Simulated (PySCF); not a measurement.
[Yb(PH3)]2+ at several levels of theory

Computed with PySCF 2.14.0 (density fitting, no spin-orbit coupling) at the geometry relaxed with PBE0:

```xyz
5
[Yb(PH3)]2+ (singlet)
Yb    0.0000    0.0000   -0.4038
P     0.0000    0.0000    2.5630
H     1.2742    0.0000    3.1853
H    -0.6371    1.1035    3.1853
H    -0.6371   -1.1035    3.1853
```

```
 level                                           basis    state  HOMO (eV)  gap (eV)  charge on Yb1 (e)  population of f-type functions on Yb1 (core shells left out)  dipole about the centre of mass (D)  largest force component (eV/Å)
  PBE0  Yb def2-SVP with ECP28, P def2-SVP, H def2-SVP  singlet     -18.04      6.05               1.58                                                         14.00                                 1.20                            0.01
revPBE                                        the same  singlet     -15.37      2.51               1.56                                                         14.00                                 1.47                            0.26
   PBE                                        the same  singlet     -15.43      2.56               1.55                                                         14.00                                 1.55                            0.35
```

Charges are Mulliken's, which hang on the basis. The relaxation used the grid (50, 194), these runs (75, 302) or, all-electron (x2c bases, spin-free X2C Hamiltonian), (99, 590).

What does PBE0 with Yb def2-TZVP with ECP28, P def2-TZVP, H def2-TZVP give here?

state singlet, HOMO (eV) -17.96, gap (eV) 5.97, charge on Yb1 (e) 1.60, population of f-type functions on Yb1 (core shells left out) 14.00, dipole about the centre of mass (D) 1.31, largest force component (eV/Å) 0.18. Time: 13 s on 2 threads of Intel(R) Xeon(R) 6975P-C (Granite Rapids), with other jobs on the host, from free ions and atoms.

In the first row's basis the gap widens with exact exchange: 2.5 to 2.6 eV for revPBE, PBE (none); 6.1 eV for PBE0 (a fixed share).
